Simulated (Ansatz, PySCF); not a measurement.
I3In, SMILES [I][In]([I])[I] (connectivity only; charge and spin as stated), charge -1, multiplicity 2. Atoms are numbered in the order given.

```xyz
4

In     0.0000     0.0000     0.7217
I      2.3331    -1.3470    -0.2220
I     -2.3330    -1.3469    -0.2220
I     -0.0001     2.6939    -0.2220
```
Charge -1, spin multiplicity 2.

Geometry: r2SCAN-D4/def2-SVPD. The multiplicity is an assumed one; no other spin state was optimised. The isomer is the one that the SMILES or the coordinates give; other isomers of the formula were not compared. The def2 effective core potentials stand for the cores of I, In; spin–orbit coupling is left out.

Two levels are set side by side: PBE-D3(BJ)/def2-SVPD (Ansatz, a quantum-chemistry and plane-wave program) and r2SCAN-D4/def2-SVPD (Ansatz). Each level has its own optimised geometry; the coordinates shown are those of the second. Frequencies come from the Hessian of PySCF at each geometry. Differences are taken from unrounded values.

```
quantity                            r2SCAN-D4
----------------------------------  ---------
mean bond length (Å)                    2.854
bond In1–I2 (Å)                         2.854
bond In1–I3 (Å)                         2.854
bond In1–I4 (Å)                         2.854
highest harmonic wavenumber (cm⁻¹)        157
mean harmonic wavenumber (cm⁻¹)            94
zero-point energy (kcal/mol)             0.81
```

Problem. What does PBE-D3(BJ) give, and how far is it from r2SCAN-D4? (Estimate from the structure and the level; the computed values follow.)

Solution. 
```json
[
 {"quantity": "mean bond length (Å)", "PBE-D3(BJ)": "2.893", "PBE-D3(BJ) minus r2SCAN-D4": "0.038"},
 {"quantity": "bond In1–I2 (Å)", "PBE-D3(BJ)": "2.893", "PBE-D3(BJ) minus r2SCAN-D4": "0.038"},
 {"quantity": "bond In1–I3 (Å)", "PBE-D3(BJ)": "2.893", "PBE-D3(BJ) minus r2SCAN-D4": "0.038"},
 {"quantity": "bond In1–I4 (Å)", "PBE-D3(BJ)": "2.893", "PBE-D3(BJ) minus r2SCAN-D4": "0.038"},
 {"quantity": "highest harmonic wavenumber (cm⁻¹)", "PBE-D3(BJ)": "149", "PBE-D3(BJ) minus r2SCAN-D4": "-8"},
 {"quantity": "mean harmonic wavenumber (cm⁻¹)", "PBE-D3(BJ)": "86", "PBE-D3(BJ) minus r2SCAN-D4": "-8"},
 {"quantity": "zero-point energy (kcal/mol)", "PBE-D3(BJ)": "0.74", "PBE-D3(BJ) minus r2SCAN-D4": "-0.07"}
]
```
